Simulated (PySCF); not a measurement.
H10PSi3, charge +1, singlet, geometry from GFN2-xTB. Base run: DF-M062X/pcseg-1 in PySCF.

PySCF was given this input:
```python
from pyscf import gto, scf, dft

mol = gto.Mole()
mol.atom = '''
    Si    0.048558    2.112909   -0.855008
    P     0.019501    0.088388    0.250948
    Si    1.931302   -1.200178    0.165612
    Si   -2.001940   -1.012808    0.405262
    H     1.335198    2.689626   -0.474458
    H    -0.055925    1.707993   -2.253254
    H    -1.122063    2.806684   -0.324739
    H     0.120316    0.545338    1.548302
    H     3.000162   -0.240230    0.428104
    H     1.895114   -1.725275   -1.195611
    H     1.719130   -2.192996    1.215448
    H    -1.759147   -2.027300    1.427378
    H    -2.935376    0.042524    0.789754
    H    -2.180805   -1.531109   -0.947267
'''
mol.basis = 'pcseg-1'
mol.charge = 1
mol.spin = 0
mol.verbose = 3
mol.build()

mf = dft.RKS(mol)
mf.xc = 'm062x'
mf = mf.density_fit(auxbasis='def2-universal-jkfit')
mf.kernel()
```

Variants of this job, named by their change:

```
change                                     ΔE vs base (mEh)  grid points  electrons on the grid
-----------------------------------------  ----------------  -----------  ---------------------
base                                                  0.000       174800               66.00001
grids.level = 2                                       0.250       101424               66.00004
grids.atom_grid = (50, 194)                          -2.145        92408               65.99965
grids.atom_grid = (30, 110)                          14.560        34560               66.00110
grids.radi_method = gauss_chebyshev                  -0.047       170576               66.00001
grids.prune = dft.gen_grid.treutler_prune             0.030       155936               66.00001
grids.level = 1                                      -2.168        50368               65.99968
grids.atom_grid = (99, 590)                           0.018       452536               66.00000
grids.atom_grid = (150, 974)                          0.011      1132440               66.00000
grids.prune = dft.gen_grid.sg1_prune                 -0.229        68688               65.99912
grids.radi_method = mura_knowles                      0.019       165608               66.00001
```
